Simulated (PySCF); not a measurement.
Sn(OH)(SH) (H2OSSn), SMILES [SH][Sn][OH] (connectivity only; charge and spin as stated), neutral, multiplicity 1.

The structure is a stationary point at PBE0-D3(BJ)/def2-TZVP. The def2 effective core potentials stand for the cores of Sn; spin–orbit coupling is left out. One conformer was computed; it need not be the lowest.

All values below come from TDA-CAM-B3LYP/def2-SVPD in PySCF 2.14.0.

Vertical excitations. Gas-phase values at a fixed geometry. State labels are in the subgroup Cs.

Task: Give excitation energies, oscillator strengths and character. (The exact figures need the calculation; the answer reports its results.)

Result: 
```csv
state,symmetry,energy (eV),λ (nm),f,main pairs
S1,A",4.09,303,0.045,HOMO→LUMO 97 %
S2,A',4.64,267,0.021,HOMO−1→LUMO 88 %
S3,A",5.51,225,0.014,HOMO−2→LUMO 94 %
S4,A",5.88,211,0.013,HOMO−1→LUMO+1 86 %
S5,A',6.09,204,0.072,"HOMO→LUMO+1 39 %, HOMO−3→LUMO 23 %, HOMO→LUMO+3 22 %, HOMO→LUMO+2 11 %"
S6,A",6.18,201,0.041,HOMO−1→LUMO+2 75 %
S7,A',6.22,199,0.154,"HOMO−3→LUMO 58 %, HOMO→LUMO+1 28 %"
S8,A',6.38,194,0.010,"HOMO→LUMO+2 73 %, HOMO→LUMO+3 15 %"
S9,A",6.53,190,0.003,"HOMO−1→LUMO+3 68 %, HOMO−1→LUMO+2 15 %"
S10,A',6.90,180,1.021,"HOMO→LUMO+3 55 %, HOMO→LUMO+1 19 %"
T1,A",2.99,415,0,HOMO→LUMO 96 %
T2,A',3.84,323,0,HOMO−1→LUMO 98 %
T3,A',4.81,258,0,HOMO→LUMO+1 90 %
T4,A",5.15,241,0,HOMO−2→LUMO 94 %
```
Triplets are in the Tamm–Dancoff approximation.
